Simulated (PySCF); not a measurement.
**Field gradients at the hydrogen positions**

C7H17P.
Geometry (GFN2-xTB, Å), atoms numbered from 1 in this order:
```
atom  x, y, z in Å
C1    -0.3255    0.9191    2.0579
P2    -0.4507    0.4242    0.4301
C3    -0.5005    1.9199   -0.6150
C4    -2.1255   -0.3018    0.1985
C5    -2.2906   -1.6617    0.8622
C6     0.5519   -0.7688   -0.6688
C7     1.9109   -0.2357   -1.1030
C8     2.8084    0.0590    0.0905
H9    -0.3837    0.0694    2.7368
H10    0.5898    1.4827    2.2355
H11    0.4377    2.4623   -0.5153
H12   -1.3057    2.5502   -0.2417
H13   -0.6699    1.6678   -1.6605
H14   -2.8107    0.4201    0.6521
H15   -2.3451   -0.3673   -0.8713
H16   -1.6220   -2.3968    0.4191
H17   -2.0699   -1.5899    1.9243
H18   -3.3132   -2.0180    0.7472
H19    0.6922   -1.6794   -0.0770
H20   -0.0483   -1.0245   -1.5458
H21    2.3941   -0.9777   -1.7469
H22    1.7801    0.6738   -1.6938
H23    2.3412    0.8042    0.7312
H24    3.7754    0.4360   -0.2358
H25    2.9688   -0.8429    0.6777
```

Level: PBE0/pcSseg-1 (PySCF, non-relativistic); Q(2H) = 0.00286 b; rigid geometry, the same for H and D, with no vibrational averaging.

Question: Rank these positions by the coupling χzz of a deuteron there, largest first.
A. H22 (methylene hydrogen)
B. H25 (methyl hydrogen)
C. H10 (hydrogen on carbon)

Answer: C (223 kHz), B (211 kHz), A (204 kHz).

What are Vzz, η and χzz (234.96 MHz × Q × Vzz) at all hydrogens?

| atom | bonded to | bond length (Å) | Vzz (au) | η | χzz (kHz) |
| --- | --- | --- | --- | --- | --- |
| H9 | C1 | 1.089 | 0.3320 | 0.14 | 223 |
| H10 | C1 | 1.089 | 0.3314 | 0.13 | 223 |
| H11 | C3 | 1.088 | 0.3163 | 0.01 | 213 |
| H12 | C3 | 1.089 | 0.3131 | 0.01 | 210 |
| H13 | C3 | 1.089 | 0.3152 | 0.01 | 212 |
| H14 | C4 | 1.094 | 0.2994 | 0.04 | 201 |
| H15 | C4 | 1.094 | 0.3031 | 0.02 | 204 |
| H16 | C5 | 1.088 | 0.3135 | 0.03 | 211 |
| H17 | C5 | 1.087 | 0.3126 | 0.02 | 210 |
| H18 | C5 | 1.089 | 0.3132 | 0.02 | 210 |
| H19 | C6 | 1.095 | 0.3016 | 0.03 | 203 |
| H20 | C6 | 1.093 | 0.3070 | 0.02 | 206 |
| H21 | C7 | 1.095 | 0.2995 | 0.02 | 201 |
| H22 | C7 | 1.092 | 0.3031 | 0.02 | 204 |
| H23 | C8 | 1.088 | 0.3103 | 0.04 | 208 |
| H24 | C8 | 1.088 | 0.3158 | 0.02 | 212 |
| H25 | C8 | 1.088 | 0.3144 | 0.03 | 211 |

Give the 2H NMR doublet splittings at H21 for a magnetic field along the z, y and x axes of the gradient: 3χ/2, 3χ(1 + η)/4, 3χ(1 − η)/4.

With |χ| = 201.3 kHz and η = 0.018: 302, 154 and 148 kHz, to first order and without motion.

Isolated species at its GFN2-xTB geometry (one conformer only). GFN2-xTB bond lengths can be off by several hundredths of an ångström, more for odd bonds, and the gradients follow them. The basis is small and wasn't made for field gradients, so the couplings can be 20 % off.
